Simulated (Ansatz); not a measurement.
Harmonic frequencies (cm⁻¹) at PBE0-D4/def2-TZVP from Ansatz: 13, 45, 77, 197, 203, 255, 267, 281, 552, 720, 724, 747, 778, 783, 951, 955, 973, 1051, 2243, 2248, 2266.

Each molecule was computed in one conformer, which needn't be the lowest.

Task: Which molecule is it?
A. `[NH2][Ge]([NH2])([F])[F]`
B. `[SH][Ge]([SH])([SH])[SH]`
C. `[OH][GeH2][GeH3]`
D. `[F][Ge]([F])([F])[O][SiH3]`

Result: D.
